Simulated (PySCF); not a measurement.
Does the answer move with the share of exact exchange?

Species: CH8AlAs.
Cartesian coordinates in Å at the PBE0-D3(BJ)/def2-SVP level; atoms count from 1:
```xyz
11
CH8AlAs angstrom
C     -1.823    0.328    0.178
Al    -0.487   -0.986   -0.439
As     1.754    0.312    0.092
H     -2.837   -0.096    0.071
H     -1.808    1.263   -0.405
H     -1.704    0.589    1.243
H     -0.187   -1.134   -2.009
H     -0.126   -2.240    0.496
H      2.049    0.773    1.502
H      3.061   -0.408   -0.144
H      2.115    1.601   -0.610
```

PySCF, def2-SVPD basis, density fitting, gas phase, PBE0-D3(BJ)/def2-SVP geometry; singlet excitations by full TDDFT with frozen cores, triplets by Tamm–Dancoff TDDFT and ionisation energies by ΔSCF, from the lowest of the holes tried. One functional is left out:

```json
{"functional": "LDA", "exact exchange (%)": "0", "HOMO energy (eV)": "-6.38", "LUMO energy (eV)": "-1.32", "lowest singlet excitation (eV)": "5.12", "lowest triplet excitation (eV)": "4.98", "dipole moment (D)": "3.501", "mean polarisability (au)": "87.0", "vertical ionisation energy (eV)": "9.36"}
{"functional": "PBE", "exact exchange (%)": "0", "HOMO energy (eV)": "-6.30", "LUMO energy (eV)": "-1.16", "lowest singlet excitation (eV)": "5.19", "lowest triplet excitation (eV)": "5.03", "dipole moment (D)": "3.464", "mean polarisability (au)": "84.7", "vertical ionisation energy (eV)": "9.39"}
{"functional": "PBE0", "exact exchange (%)": "25", "HOMO energy (eV)": "-7.53", "LUMO energy (eV)": "-0.37", "lowest singlet excitation (eV)": "6.09", "lowest triplet excitation (eV)": "5.73", "dipole moment (D)": "3.618", "mean polarisability (au)": "81.0", "vertical ionisation energy (eV)": "9.53"}
{"functional": "BHandHLYP", "exact exchange (%)": "50", "HOMO energy (eV)": "-8.70", "LUMO energy (eV)": "0.28", "lowest singlet excitation (eV)": "6.76", "lowest triplet excitation (eV)": "6.26", "dipole moment (D)": "3.639", "mean polarisability (au)": "77.9", "vertical ionisation energy (eV)": "9.63"}
```

**Question.** Predict the row of B3LYP (20 % exact exchange) by straight lines through the other rows, and check it.

**Answer.** 
| property | line | computed | computed − line | PBE0 (25 %), for comparison |
| --- | --- | --- | --- | --- |
| HOMO energy (eV) | -7.29 | -7.33 | -0.04 | -7.53 |
| LUMO energy (eV) | -0.60 | -0.64 | -0.04 | -0.37 |
| lowest singlet excitation (eV) | 5.83 | 5.88 | +0.05 | 6.09 |
| lowest triplet excitation (eV) | 5.53 | 5.67 | +0.14 | 5.73 |
| dipole moment (D) | 3.560 | 3.496 | -0.064 | 3.618 |
| mean polarisability (au) | 82.4 | 81.4 | -1.0 | 81.0 |
| vertical ionisation energy (eV) | 9.48 | 9.55 | +0.07 | 9.53 |

**Question.** Which of these properties follows the share of exact exchange most closely, and which least?

**Answer.** Most closely the HOMO energy, least the dipole moment; the correlations over the tabulated rows are HOMO energy -1.000, lowest triplet excitation 0.996, lowest singlet excitation 0.996, LUMO energy 0.993, vertical ionisation energy 0.989, mean polarisability -0.966, dipole moment 0.928. The HOMO energy moves by -0.472 eV for every 10 %. Functionals with the same share still differ in their other parts: at 0 % LDA and PBE differ by 0.08 eV in it.
